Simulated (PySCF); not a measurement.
Excitation energy of Cl²⁺ by level of theory

Cl²⁺ [Ne] 3s2 3p3 (4S) → Cl²⁺ [Ne] 3s2 3p2 4s1 (4P), as a difference of total energies. Calculation: PySCF 2.14, in aug-cc-pCVTZ-DK with one added diffuse shell each of s, p, d, f type (9s8p6d4f, 91 functions); scalar relativity by spin-free X2C-1e. Correlated levels: nothing frozen. The calculations carry no spin-orbit coupling.

```csv
method,excitation energy (eV)
UHF,21.536
MP2 (all electrons),21.729
SCS-MP2 (all electrons),21.653
CCSD (all electrons),21.662
CCSD(T) (all electrons),21.635
```

Question: How much does correlation contribute at CCSD(T) (all electrons)?

Answer: 21.635 − (21.536) = 0.099 eV, measured against UHF.

A first-order spin-orbit estimate (lowest level to lowest level, LS coupling) adds -0.082 eV.

The promoted electron is Rydberg-like, and one or two diffuse shells describe it only roughly, which tends to raise the upper state.
